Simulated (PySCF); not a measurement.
Point-charge models of `O=Cc1coc(CC[SiH3])n1` against its computed dipole.

Coordinates (GFN2-xTB, Å) and charges (e) from the PBE0/pcSseg-1 density (PySCF):

```
atom       x       y       z  Mulliken      IAO  Hirshfeld  ESP-fitted
  O1   3.900   0.084   2.017   -0.3585  -0.3986    -0.2343     -0.4575
  C2   3.140   0.583   1.226   +0.3375  +0.2473    +0.1161     +0.3525
  C3   2.050  -0.117   0.565   -0.1459  -0.0147    -0.0045     +0.2596
  C4   1.651  -1.425   0.675   +0.2188  +0.0288    +0.0366     -0.1622
  O5   0.593  -1.608  -0.124   -0.3593  -0.2308    -0.0463     -0.1850
  C6   0.369  -0.404  -0.703   +0.2563  +0.3019    +0.1427     +0.5947
  C7  -0.783  -0.229  -1.614   -0.0983  -0.2726    -0.0677     -0.2732
  C8  -2.095  -0.256  -0.821   -0.5427  -0.5325    -0.1539     -0.1621
 Si9  -2.150   1.050   0.569   +0.5104  +0.5955    +0.3063     +0.3609
 N10   1.206   0.504  -0.326   -0.3920  -0.3220    -0.1811     -0.6816
 H11   3.208   1.644   0.930   +0.0853  +0.1146    +0.0454     +0.0561
 H12   2.023  -2.252   1.244   +0.1161  +0.1963    +0.0806     +0.2113
 H13  -0.776  -1.029  -2.359   +0.1485  +0.1590    +0.0512     +0.0923
 H14  -0.665   0.729  -2.119   +0.1552  +0.1702    +0.0570     +0.1357
 H15  -2.919  -0.102  -1.519   +0.1497  +0.1530    +0.0459     +0.0845
 H16  -2.229  -1.253  -0.397   +0.1529  +0.1509    +0.0388     +0.0538
 H17  -3.520   1.081   1.084   -0.0864  -0.1167    -0.0786     -0.1149
 H18  -1.771   2.347   0.017   -0.0699  -0.1136    -0.0731     -0.0843
 H19  -1.242   0.663   1.650   -0.0775  -0.1164    -0.0809     -0.0806
```

Q: Compute μ = Σ q r for each scheme (1 e·Å = 4.803 D) and compare with the dipole of the full density.

A: The full density gives (-2.90, -1.32, -2.11) D, 3.82 D in size; dipole vectors point from the negative to the positive end.

| scheme | μx | μy | μz | size (D) | share of the full size (%) | angle to the full dipole (°) |
| --- | --- | --- | --- | --- | --- | --- |
| Mulliken | -3.43 | 0.81 | -1.55 | 3.85 | 101 | 34 |
| IAO | -2.99 | 0.07 | -1.68 | 3.43 | 90 | 22 |
| Hirshfeld | -2.19 | -0.88 | -1.62 | 2.87 | 75 | 2 |
| ESP-fitted | -2.95 | -1.28 | -2.14 | 3.86 | 101 | 1 |

Q: Which set comes closest?

A: Length of the difference vector: ESP-fitted 0.07 D, Hirshfeld 0.96 D, IAO 1.46 D, Mulliken 2.26 D. Closest: ESP-fitted. ESP charges are fitted to the potential around the molecule, whose slowest-falling term is the dipole's. The schemes that divide the density aren't constrained to reproduce the dipole.

Q: What is left for the Hirshfeld atoms' own dipoles?

A: The Hirshfeld atoms' densities add up to the full density, so μ = Σ q r + Σ (atomic dipoles). The atomic dipoles sum to (-2.90, -1.32, -2.11) − (-2.19, -0.88, -1.62) = (-0.71, -0.44, -0.49) D, 0.96 D in size.

Q: With the origin at the mean of the coordinates, (-0.001, 0.000, 0.000) Å, which are the largest single terms, by size, of the Mulliken dipole along the direction of the full one?

A: O1 +7.06, C8 -5.56, C2 -5.29, Si9 +2.34, H15 +2.22 D; all 19 atoms together +3.18 D. The single terms depend on the origin, their sum doesn't.

Q: Give the size of the full dipole in other units.

A: 3.82 D = 1.503 au = 0.795 e·Å = 12.74 × 10⁻³⁰ C·m.

One conformer (not necessarily the lowest) at the GFN2-xTB geometry, without solvent, vibrations or thermal averaging.

The values belong to the conformer `[O:1]=[CH:2][c:3]1[cH:4][o:5][c:6]([CH2:7][CH2:8][SiH3:9])[n:10]1`: O1–C2–C3–C4 0°, O5–C6–C7–C8 71°, C6–C7–C8–Si9 56°.
